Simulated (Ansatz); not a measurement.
`[SiH3][O][GeH]` + `CB(C)S` → `[SH][GeH]` + `CB(C)O[SiH3]` at 400 K and 1 bar (redistribution).

Calculated with Ansatz (gas phase, PBE0-D4/def2-TZVP geometries, no zero-point term in ΔE). CCSD(T)/CBS is the MP2 limit (def2-TZVPP, def2-QZVPP) plus CCSD(T) − MP2 in def2-TZVPP, frozen cores. For Ge outer-core shells are correlated without core-valence functions, which leaves a few kJ/mol of doubt a bond. Scalar relativity is left out up to krypton. One conformer a species, not always the lowest.

| species | CCSD(T)/CBS energy (Eh) | H − E (kJ/mol) | S (J/(mol·K)) |
| --- | --- | --- | --- |
| `[SiH3][O][GeH]` | -2442.79250 | 118.9 | 344.5 |
| `CB(C)S` | -502.93918 | 259.5 | 360.5 |
| `[SH][GeH]` | -2475.08182 | 58.9 | 286.6 |
| `CB(C)O[SiH3]` | -470.67451 | 320.5 | 421.6 |

H − E and S are ideal-gas, rigid-rotor, harmonic terms from PBE0-D4/def2-TZVP, for one conformer and one mirror image of each species. 1 Eh = 2625.50 kJ/mol, R = 8.31446 J/(mol·K).

Question: By hand: ΔE, ΔH, ΔS and ΔG.

Answer: ΔE = (-2475.08182) + (-470.67451) − (-2442.79250) − (-502.93918) = -0.02465 Eh = -64.7 kJ/mol. Δ(H − E) = 58.9 + 320.5 − 118.9 − 259.5 = 1.0, so ΔH = -63.7 kJ/mol. ΔS = 286.6 + 421.6 − 344.5 − 360.5 = 3.2 J/(mol·K). ΔG = -63.7 − 400 × (3.2)/1000 = -65.0 kJ/mol.

Question: By hand: the equilibrium constant, and the temperature at which ΔG would vanish if ΔH and ΔS stayed fixed.

Answer: log₁₀ K = −ΔG/(RT ln 10) = 8.5. ΔH and −TΔS have one sign here, so there is no such temperature.

The number of gas molecules stays the same, so ΔS is small and ΔH decides. A doubt of 5 kJ/mol in ΔE shifts log₁₀ K by 0.7 here. Other conformers and mirror images would add mixing entropy, several J/(mol·K) or more a flexible species. Modes under 60 cm⁻¹, often nearly free rotors, make the harmonic entropy too high. These are equilibria of isolated gas molecules and say nothing of rates. Largest T1 diagnostic: 0.015 (customary marks: 0.02 for closed shells, 0.045 for open ones).

ΔS is within the doubt of such terms, so its sign, and with it that verdict, could turn.
